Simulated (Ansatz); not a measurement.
## GdF3(H2O) in a box, plane waves

Ansatz 0.2.0, DFT PBE+U, spin-orbit coupling, plane waves, PAW, molecule in a box. The geometry was relaxed with Gaussian bases (r2SCAN; Gd lcecp-1-SVP with ECP53, F def2-SVP, O def2-SVP, H def2-SVP).

```yaml
crystal:
  lattice:
    - [11.77, 0.0, 0.0]
    - [0.0, 12.36, 0.0]
    - [0.0, 0.0, 12.36]
  atoms:
    - { symbol: Gd, position: [0.5308955, 0.45035518, 0.5498568], spin: 7.0, spin_axis: [0.0, 0.0, 1.0] }
    - { symbol: F, position: [0.61786151, 0.56609223, 0.6361343] }
    - { symbol: F, position: [0.41237468, 0.36413835, 0.63607362] }
    - { symbol: F, position: [0.61786151, 0.36407767, 0.43411974] }
    - { symbol: O, position: [0.41184027, 0.5651788, 0.43503236] }
    - { symbol: H, position: [0.38232795, 0.6361343, 0.45265534] }
    - { symbol: H, position: [0.38232795, 0.54755663, 0.36407767] }
basis:
  ecutwfc: 420
  ecutrho_ratio: 4
kpoints:
  mp_grid: { grid: [1, 1, 1] }
hamiltonian:
  xc: pbe
  hubbard: { sites: [{ species: Gd, l: f, u_eff: 5.0 }] }
scf:
  occupations: { method: gaussian, width: 0.01 }
output:
  forces: true
  eigenvalues: true
  populations: true
  hubbard: { sites: [{ species: Gd, l: f }] }
magnetization:
  noncollinear: true
  spin_orbit: true
```

Command:
```sh
ansatz run input.yaml --threads 2 --pin off --max-ram 5120MiB --backend cpu --events-out ev --progress --plain --runs-dir out
```
It took 3 min on 2 threads of Intel(R) Xeon(R) Platinum 8259CL CPU @ 2.50GHz (Skylake/Cascade Lake) (shared host), peak memory 3 GiB.

(1) How does the SCF go?

(2) Which levels lie next to the highest filled one (eV, counted from it)?

(3) How is the f shell of Gd1 filled?

(4) What forces are left at this geometry, relaxed with Gaussian bases (eV/Å)?

The open shells may stand above their lowest state.

The highest of the empty levels listed lie near the vacuum level and may be states of the box.

The forces come from the other functional as well as from the basis.

No frequency check is given that shows the relaxed geometry to be a minimum. An lcecp potential fixes the number of 4f electrons, so in runs with it no electron can move into or out of that shell.

Answers

(1) 
```
SCF iter   1: F=—  HF=-12375.141784 eV  |F-HF|=—  |Δ(HF+E_count)|=         —  Δρ=7.33e-2
preconditioner: auto → Resta (q_TF=auto, 1.486 Å⁻¹)  ε∞=1.2  [insulator: Δε(μ)=6.938 eV  Ē_g=11.029 eV  σ=0.010 eV  W_gap=1.00  n_
spin=Noncollinear: Resta preconditioning applied to the charge; magnetization (m_x, m_y, m_z) channels mix plain (no charge-respon
SCF iter   2: F=—  HF=-12365.435266 eV  |F-HF|=—  |Δ(HF+E_count)|=    9.71e0  Δρ=1.03e-2
SCF iter   3: F=—  HF=-12368.292486 eV  |F-HF|=—  |Δ(HF+E_count)|=    2.86e0  Δρ=7.44e-3
...
SCF iter  13: F=—  HF=-12371.858079 eV  |F-HF|=—  |Δ(HF+E_count)|=   6.79e-5  Δρ=9.70e-6
SCF iter  14: F=—  HF=-12371.858077 eV  |F-HF|=—  |Δ(HF+E_count)|=   1.69e-6  Δρ=7.00e-6
SCF iter  15: F=—  HF=-12371.858078 eV  |F-HF|=—  |Δ(HF+E_count)|=   5.46e-7  Δρ=8.92e-6
SCF iter  16: F=—  HF=-12371.858078 eV  |F-HF|=—  |Δ(HF+E_count)|=   4.32e-8  Δρ=3.87e-6
SCF iter  17: F=-12371.858078 eV  HF=-12371.858078 eV  |F-HF|=5.11e-8  |Δ(HF+E_count)|=   2.21e-7  Δρ=2.66e-6
```

(2) Filled: -0.60, -0.55, -0.37, -0.31, -0.29, -0.10, -0.08, -0.07, 0.00, 0.00. Empty: 5.38, 5.44, 6.48, 6.55, 6.72, 6.81, 6.87, 6.96.

(3) Natural occupations, full = 1; spinor: 0.01, 0.01, 0.01, 0.01, 0.01, 0.01, 0.02, 1.00, 1.00, 1.00, 1.00, 1.00, 1.00, 1.00; in all 7.05 e. Spin moment (-0.04, 0.04, 6.89) μB, orbital moment (0.00, 0.00, 0.03) μB.

(4) 
```
Gd  -0.05  0.01 -0.01
F    0.05  0.03  0.04
F   -0.01 -0.06  0.06
F    0.05 -0.04 -0.03
O    0.01  0.00  0.00
H   -0.02  0.12  0.06
H   -0.02 -0.06 -0.12
```
